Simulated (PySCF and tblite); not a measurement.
Results of a calculation; reference values are marked as such.
System: C₅H₉O₂S (charge -1), numbered as in [CH2:1]=[C:2]([CH3:3])[CH-:4][S:5]([CH3:6])(=[O:7])=[O:8].

The path came from a restrained scan, a climbing-image band and a saddle search at GFN2-xTB; energies are PBE0/pcSseg-1 + D3(BJ), IEF-PCM dimethylsulfoxide//GFN2-xTB, thermal terms GFN2-xTB. Rates follow Eyring's equation with the number of equivalent paths and no tunnelling. (PySCF 2.14 with density fitting, tblite 0.8.)

The ion is treated without a counter-ion.

Task: How high is the barrier to the rotation about the C2–C4 bond (torsion C1–C2–C4–S5 from 162° to 341°, rising), through which structure does it pass, and what rate follows at 298 K?

Result: The electronic barrier is 10.6 kcal/mol and ΔG‡(298 K) 10.4 kcal/mol, over a C1 saddle with an imaginary mode of 112i cm⁻¹ (GFN2-xTB). With 1 equivalent path, k is 1.4×10⁵ s⁻¹, a mean lifetime of the start of 7.2 µs against this motion. The end lies 2.6 kcal/mol below the start in free energy.
